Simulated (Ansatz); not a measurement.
`FB(Cl)C[SiH3]`, relaxed with RKS PBE-D4/def2-SVP in Ansatz 0.2.0 from a rough embedded geometry. The force threshold is 0.03 eV/Å; the program also tests the step.

Total charge 0; spin multiplicity 1.

Start:

```xyz
10

F    -1.060   -1.864   -1.101
B    -1.272   -0.439   -0.678
Cl   -3.005    0.186   -0.422
C    -0.013    0.519   -0.571
Si    1.067   -0.005    0.846
H     0.542    0.603   -1.465
H    -0.411    1.558   -0.295
H     2.225    0.907    0.973
H     0.333   -0.091    2.151
H     1.594   -1.373    0.563
```

(1) How much energy does the relaxation release, and in how many steps? (Estimate.)

(2) Which bonds change most? (Best estimate.)

(3) Give the relaxed structure. (Estimate.)

Answers

(1) Ansatz gave: 72.52 kJ/mol, in 14 steps, 2 of them rejected.

(2) Computed: F1–B2 from 1.501 to 1.334 Å; B2–Cl3 from 1.860 to 1.773 Å; C4–Si5 from 1.856 to 1.911 Å; C4–H6 from 1.056 to 1.110 Å.

(3) Computed: 
```xyz
10

F    -1.192   -1.507   -1.576
B    -1.248   -0.436   -0.782
Cl   -2.755   -0.201    0.121
C    -0.029    0.514   -0.617
Si    1.020    0.003    0.896
H     0.636    0.469   -1.506
H    -0.341    1.561   -0.436
H     2.234    0.885    0.993
H     0.209    0.138    2.154
H     1.466   -1.426    0.753
```
